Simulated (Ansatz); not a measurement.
Reaction (germylene formation by 1,1-elimination): `[CH3][GeH]([CH3])[Cl]` → `CCl` + `[CH3][GeH]`

Program: Ansatz. Geometries: PBE0-D4/def2-TZVP. ΔE: electronic, gas phase. CCSD(T)/CBS adds triple-zeta CCSD(T) − MP2 to the extrapolated MP2 energy (def2 sets, frozen cores). This one scheme is used for every species. Functionals use def2-TZVPP. For Ge outer-core shells are correlated without core-valence functions, which leaves a few kJ/mol of doubt a bond. Scalar relativity is left out up to krypton.

Is it downhill or uphill in electronic energy at CCSD(T)/CBS, and by how much? (An estimate is asked.)

Ansatz gave: Uphill: ΔE = +310.3 kJ/mol.

What do these levels give: ωB97M-V, LC-ωPBE, CCSD/def2-SVP, SCS-MP2/def2-TZVPP, CCSD/def2-TZVPP, MP2/CBS(def2)? (Best estimate.)

The calculation gave: ωB97M-V 303.8, LC-ωPBE 322.9, CCSD/def2-SVP 301.3, SCS-MP2/def2-TZVPP 321.0, CCSD/def2-TZVPP 314.8, MP2/CBS(def2) 331.4 kJ/mol.

Largest T1 diagnostic among the species: 0.011.

From PBE to PBE0 (25 % exact exchange), in def2-TZVPP and without D4, ΔE moves by +17.0 kJ/mol. At CCSD(T), def2-SVP lies −6.9 kJ/mol from the extrapolated value and def2-TZVPP +8.1 kJ/mol. The D4 term adds +14.6 kJ/mol with B3LYP and +8.2 kJ/mol with PBE0; it sums over pairs of atoms, weighted by their polarisabilities, and B3LYP, whose exchange is more repulsive, gets the larger term.

B3LYP here is the variant with VWN-RPA as its local correlation; programs differ in this.
